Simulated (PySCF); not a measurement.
H₄N₂Pb, SMILES [NH2][Pb][NH2] (connectivity only; charge and spin as stated), neutral, multiplicity 1.

Coordinates come from a B3LYP-D3(BJ)/def2-SVP optimisation. The geometry has at least one imaginary mode, so it is a saddle point at that level. The def2 effective core potentials stand for the cores of Pb; spin–orbit coupling is left out. The values are those of a single conformer.

Computed with C-PCM-M06-2X/def2-SVP run with PySCF 2.14.0.

The values are the electrostatic part of the solvation free energy, E(continuum) − E(gas) at the gas-phase geometry, in a cavity of scaled van der Waals radii (PySCF's table); cavitation and dispersion terms are not included. A continuum can't describe solvent molecules that bind to the metal. In vacuum the orbital gap is 6.91 eV. The dipole moment in vacuum is 0.72 D.

```csv
solvent,ε,ΔG(elec) (kcal/mol),dipole (D),gap (eV)
water,78.36,-5.3,1.16,7.21
1-octanol,9.86,-4.8,1.11,7.18
chloroform,4.71,-4.2,1.04,7.14
```
